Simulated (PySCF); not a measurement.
# One molecule, several mistakes: GeH5N

All numbers below are calculated, not measured. The program is PySCF 2.14.0, an open-source quantum chemistry code, run on an isolated molecule that a program drew, which may never have been made. The molecule is GeH5N (charge 0, singlet), drawn as the SMILES string `[NH2][GeH3]`.

Each row is a Hartree-Fock (HF) and frozen-core CCSD(T) single point in the cc-pVDZ basis, meant for a local HF minimum. Run 1 is clean. Each other run has one planted mistake out of seven kinds, and not every kind appears here: one electron removed, one electron added, multiplicity raised by two, geometry at a saddle point, minimal basis STO-3G, one bond length entered in bohr, all coordinates scaled. The reference is restricted for singlets and unrestricted otherwise, and also for a bond in bohr. Adding or removing an electron swaps singlet and doublet. Electrons count all cores. HOMO and LUMO are orbital energies over both spins, the gradient is its largest component, and the lowest frequency (negative if imaginary) is given only where the gradient is small. Bond lengths are over the 6 bonds as drawn. T1 is the CCSD diagnostic: over 0.02 (restricted) or 0.045 (unrestricted) a single reference is doubtful. Germanium has the cc-pVDZ-PP basis, with a core potential (ECP10MDF) in place of its 10 inner electrons, and its 3s, 3p and 3d shells are frozen in CCSD(T).

Geometry of the clean run:
```xyz
7
GeH5N, angstrom
N    -0.2160    0.1769   -1.7729
Ge    0.9106    0.9443   -0.5319
H    -0.9287    0.7999   -2.1139
H    -0.6739   -0.6567   -1.4446
H     0.2017    1.4098    0.7525
H     1.5658    2.1550   -1.1990
H     1.9620   -0.1035   -0.1621
```

| run | electrons | basis functions | <S^2> | HOMO (eV) | LUMO (eV) | gradient (hartree/bohr) | lowest frequency (cm^-1) | mean bond (Å) | longest bond (Å) | T1 | HF (hartree) | CCSD(T) (hartree) | mistake |
|---|---|---|---|---|---|---|---|---|---|---|---|---|---|
| 1 | 44 | 62 | 0.000 | -10.70 | 3.94 | 1.0e-05 | 188 | 1.4090 | 1.843 | 0.0100 | -350.73366 | -351.05514 | no fault |
| 2 | 44 | 62 | 2.011 | -3.09 | 0.14 | 6.9e-02 | - | 1.4090 | 1.843 | 0.0217 | -350.52575 | -350.83049 | multiplicity raised by two |
| 3 | 45 | 62 | 0.759 | 3.33 | 9.84 | 3.5e-02 | - | 1.4090 | 1.843 | 0.0188 | -350.59951 | -350.94200 | ? |
| 4 | 44 | 62 | 0.000 | -10.49 | 3.45 | 5.9e-02 | - | 1.5429 | 2.018 | 0.0124 | -350.69077 | -351.02531 | ? |

**Which mistake was planted in run 3, and what did it cost?**

It counts 45 electrons, one more than the clean run, at the same geometry and basis. So the mistake is: one electron added. Subtracting run 1 and multiplying by 627.51 kcal/mol a hartree, the energy moved by 84.2 kcal/mol in HF and 71.0 kcal/mol in CCSD(T).

**Which mistake was planted in run 4, and what did it cost?**

The mean and the longest bond both change by the same factor, 1.095, and the gradient is no longer small. So the mistake is: all coordinates scaled. Subtracting run 1 and multiplying by 627.51 kcal/mol a hartree, the energy moved by 26.9 kcal/mol in HF and 18.7 kcal/mol in CCSD(T).

Cautions from the logs. Run 3: the HOMO is above zero, so the electron isn't bound and the energy depends on the basis.
